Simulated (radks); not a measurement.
Values are calculated unless marked as measured or tabulated.
All-electron atom: Ar III in [Ne] 3s1 3p5 (not the ground configuration). Level of theory: scalar-relativistic Kohn-Sham, SCAN, spin-polarised, spherical densities, finite nucleus; open shells are filled with parallel spins first; meta-GGA in the generalised Kohn-Sham scheme; Fermi nuclear charge, rms radius 3.4274 fm (a radial shooting solver on a logarithmic mesh with Libxc functionals).

Local quantities along the radius. ELF = 1/(1 + alpha^2) is the electron localisation function; alpha = (tau - tau_W)/tau_unif compares the Pauli kinetic energy density with that of the uniform gas (summed over spins). tau is taken from the large components.

r (bohr),ELF,alpha
0.003154,1.000,0.01209
0.004009,1.000,0.01242
0.005056,1.000,0.01293
0.006428,1.000,0.01371
0.008171,1.000,0.01484
0.01039,1.000,0.01647
0.0131,1.000,0.01877
0.01665,1.000,0.02232
0.02117,0.999,0.02789
0.02691,0.999,0.03706
0.03394,0.997,0.05251
0.04315,0.993,0.08270
0.05485,0.979,0.1458
0.06973,0.922,0.2899
0.08794,0.728,0.6108
0.1118,0.387,1.258
0.1421,0.246,1.753
0.1807,0.365,1.320
0.2278,0.641,0.7476
0.2896,0.816,0.4748
0.3682,0.856,0.4094
0.4681,0.767,0.5505
0.5903,0.332,1.419
0.7504,0.101,2.978
0.954,0.384,1.266
1.213,0.783,0.5264
1.529,0.827,0.4580
1.944,0.727,0.6126
2.472,0.436,1.137
3.142,0.103,2.949
3.963,0.008,10.83
5.037,0.000,66.06

On this mesh the ELF has minima near r = 0.14, 0.75 bohr, which separate the shells, and maxima near 0.37 (0.86), 1.4 (0.83).

Self-consistent cycle (total energy in hartree, residual of the potential): 1: -526.306211, 3e+00; 2: -526.956008, 2e+00; 3: -527.286046, 7e-01; 4: -527.291455, 5e-01; 5: -527.293519, 9e-02; 6: -527.293509, 3e-02; 7: -527.293438, 8e-03; 8: -527.293460, 3e-03; 9: -527.293465, 1e-03; 10: -527.293462, 7e-04; 11: -527.293462, 8e-04; 12: -527.293462, 3e-04; 13: -527.293462, 7e-05; 14: -527.293462, 1e-04; 15: -527.293462, 4e-05; 16: -527.293462, 3e-05; 17: -527.293462, 2e-05; 18: -527.293462, 3e-06; 19: -527.293462, 5e-06; 20: -527.293462, 8e-07.
